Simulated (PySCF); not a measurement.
## Atomic charges by several schemes

Compound: [VS4]3- (charge -3 and singlet state).
Z-matrix (Å and degrees, PBE0-D3(BJ)/def2-SVP geometry), rows numbered from 1:
```
V 
S   1  2.1756
S   1  2.1709  2  109.33
S   1  2.1754  2  109.70  3  -119.91
S   1  2.1748  2  109.74  3   119.75
```

Density: PBE0/pcSseg-1 (pcSseg-2 on V) (PySCF); schemes: Mulliken, IAO, Hirshfeld and ESP-fitted. Whether so highly charged an anion holds all its electrons in the gas phase wasn't checked; a finite basis holds them in any case. The ion is multiply charged and computed without counter-ions or solvent. The pcSseg-1 basis has no diffuse functions, a weakness for an anion. The HOMO energy is positive at this level (+7.40 eV), so the outermost electrons may be held by the finite basis alone.

Question: What partial charge does each atom carry?

Answer: In e:

```
atom             environment  Mulliken     IAO  Hirshfeld  ESP-fitted
  V1  vanadium bonded to 4 S    +0.708  +0.960     -0.027      +0.967
  S2      sulfur bonded to V    -0.929  -0.992     -0.745      -0.995
  S3      sulfur bonded to V    -0.923  -0.986     -0.740      -0.987
  S4      sulfur bonded to V    -0.928  -0.991     -0.744      -0.993
  S5      sulfur bonded to V    -0.927  -0.991     -0.744      -0.992
```

Mean size of the charges over all atoms: ESP-fitted 0.987 e, IAO 0.984 e, Mulliken 0.883 e, Hirshfeld 0.600 e. Each set sums to the total charge, -3, to within 0.001 e. The ESP scheme is a least-squares fit of atom-centred charges to the potential on four shells outside the van der Waals surface, with the total charge fixed. The IAO scheme counts the electrons in orthogonalised intrinsic atomic orbitals, a minimal basis polarised so that it spans the occupied orbitals exactly.

Lowest charge. All schemes agree: Mulliken S2 (-0.929); IAO S2 (-0.992); Hirshfeld S2 (-0.745); ESP-fitted S2 (-0.995).

Highest charge. All schemes agree: Mulliken V1 (+0.708); IAO V1 (+0.960); Hirshfeld V1 (-0.027); ESP-fitted V1 (+0.967).

Question: Sum the charges by element, for elements with more than one atom.

Answer: 
| element | atoms | Mulliken | IAO | Hirshfeld | ESP-fitted |
| --- | --- | --- | --- | --- | --- |
| S | 4 | -3.707 | -3.960 | -2.973 | -3.967 |

Question: How many electrons does the Hirshfeld scheme count on S5?

Answer: Z − q = 16 − (-0.744) = 16.744.
